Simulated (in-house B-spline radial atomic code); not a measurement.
What moves the levels of the gadolinium ion Gd⁺ ([Xe] 4f7 5d1 6s1)? Computed with an all-electron radial atomic-structure program (B-spline basis): Dirac-Hartree-Fock, average of the jj configuration, Fermi nucleus of rms radius 4.9786 fm.

Baseline run (computed): total energy -11274.2807 hartree, 1s1/2 at -1857.648 hartree, 6s1/2 at -11.126 eV with <r> = 3.873 bohr.

Changing the nucleus:

```tsv
nucleus	ΔE (eV)
Fermi nucleus of rms radius 4.9801 fm, A = 146	0.0117
Fermi nucleus of rms radius 5.008 fm, A = 148	0.23
Fermi nucleus of rms radius 5.0342 fm, A = 150	0.436
Fermi nucleus of rms radius 5.0774 fm, A = 152	0.778
Fermi nucleus of rms radius 5.1223 fm, A = 154	1.14
Fermi nucleus of rms radius 5.1319 fm, A = 155	1.21
Fermi nucleus of rms radius 5.142 fm, A = 156	1.29
Fermi nucleus of rms radius 5.1449 fm, A = 157	1.32
Fermi nucleus of rms radius 5.1569 fm, A = 158	1.41
Fermi nucleus of rms radius 5.1734 fm, A = 160	1.54
```

A larger nucleus binds the electrons less, roughly as the density at the nucleus times the change of the nuclear <r²>. The reference is A = 145.
